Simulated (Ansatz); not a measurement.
```yaml
crystal:
  periodic: [false, false, false]
  atoms:
    - {symbol: C, position_ang: [-0.802858, -0.539232, -0.580169]}
    - {symbol: O, position_ang: [-0.283372, -1.078862, 0.483060]}
    - {symbol: Sn, position_ang: [0.735567, 0.862722, 0.191614]}
    - {symbol: H, position_ang: [-0.513466, -0.903074, -1.574345]}
    - {symbol: H, position_ang: [-1.795087, -0.073211, -0.526933]}
    - {symbol: H, position_ang: [0.399232, 1.454107, 1.765834]}
    - {symbol: H, position_ang: [2.321283, 0.209651, 0.195240]}
basis:
  gaussian: {orbitals: def2-TZVP}
total_charge: -2
hamiltonian: {xc: {name: revPBE}, dispersion: d3bjatm}
```

```sh
$ ansatz run in.yaml --threads 2 --pin off --events-out ev --progress --plain --max-ram 4352MiB
```

Output, abridged:

```
Functional definition: revPBE
895 factors; their error is unknown
mean field evaluation 1: about -8874.4096 eV, gradient 1.6e2 eV
mean field evaluation 2: about -8519.7273 eV, gradient 4.3e2 eV
mean field evaluation 4: about -8944.8701 eV, gradient 1.2e2 eV
mean field evaluation 8: about -8972.8293 eV, gradient 2.6e1 eV
mean field evaluation 16: about -8975.5000 eV, gradient 2.9e-1 eV
mean field evaluation 32: about -8972.5108 eV, gradient 7.8e0 eV
mean field -8975.50006648 eV, -329.8435436305 hartree, gradient 5.7e-5 eV, S^2 0.000000; 3 other end points of the search recorded, 0 dependent functions left out
reference -8975.50011657 eV, -329.8435454713 hartree; 21, 21 occupied and 115, 115 virtual orbitals, 895 factors
Total energy: -8975.77234103 eV, -329.8535495360 hartree
```

Something in this input is off. What?

The charge is far from anything that the molecule holds. The run converged. The result belongs to that input, not to the molecule as meant.
